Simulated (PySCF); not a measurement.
# Deuteron quadrupole couplings in `CC[SiH2]CCC(Cl)=C=O`

Compound: C₆H₁₁ClOSi.
Cartesian coordinates in Å at the GFN2-xTB level; atoms count from 1:
```xyz
20
C6H11ClOSi angstrom
C      2.850   -0.696   -0.770
C      2.470    0.555    0.016
Si     0.896    0.348    1.066
C     -0.578   -0.036   -0.081
C     -1.911   -0.040    0.661
C     -3.052   -0.394   -0.253
Cl    -3.130   -2.048   -0.832
C     -3.932    0.435   -0.724
O     -4.733    1.188   -1.110
H      3.767   -0.536   -1.334
H      3.008   -1.538   -0.100
H      2.064   -0.963   -1.473
H      2.343    1.385   -0.682
H      3.300    0.830    0.668
H      0.627    1.593    1.798
H      1.060   -0.754    2.023
H     -0.626    0.696   -0.890
H     -0.441   -1.011   -0.551
H     -1.880   -0.768    1.474
H     -2.107    0.943    1.092
```

Level: PBE0/pcSseg-1 (PySCF, non-relativistic); Q(2H) = 0.00286 b; rigid geometry, the same for H and D, with no vibrational averaging.

Task: Rank these positions by the coupling χzz of a deuteron there, largest first.
A. H15 (Si–H hydrogen)
B. H18 (methylene hydrogen)
C. H19 (methylene hydrogen)
D. H12 (methyl hydrogen)

Result: D (212 kHz), B (208 kHz), C (202 kHz), A (107 kHz).

Task: Tabulate Vzz, the asymmetry η and χzz = 234.96 MHz × Q × Vzz for every hydrogen position.

Result: 
```csv
atom,bonded to,bond length (Å),Vzz (au),η,χzz (kHz)
H10,C1,1.089,0.3137,0.02,211
H11,C1,1.087,0.3147,0.02,211
H12,C1,1.087,0.3150,0.02,212
H13,C2,1.092,0.3119,0.03,210
H14,C2,1.091,0.3131,0.03,210
H15,Si3,1.469,0.1592,0.02,107
H16,Si3,1.469,0.1595,0.01,107
H17,C4,1.092,0.3102,0.04,208
H18,C4,1.091,0.3091,0.04,208
H19,C5,1.092,0.2999,0.04,202
H20,C5,1.091,0.3022,0.05,203
```

Task: Average by the element that carries the hydrogen.

Result: on C: 208 kHz over 9 positions, mean bond length 1.090 Å; on Si: 107 kHz over 2 positions, mean bond length 1.469 Å.

Task: A static deuteron (I = 1) shows a doublet split by (3/2)χ, (3/4)χ(1 + η) and (3/4)χ(1 − η) with the field along z, y and x of the gradient. What are these for H10?

Result: With |χ| = 210.8 kHz and η = 0.017: 316, 161 and 155 kHz, to first order and without motion.

The structure is a single GFN2-xTB conformer in the gas phase; no vibrational or solvent corrections. GFN2-xTB bond lengths can be off by several hundredths of an ångström, more for odd bonds, and the gradients follow them. The small basis limits the accuracy of the gradients.
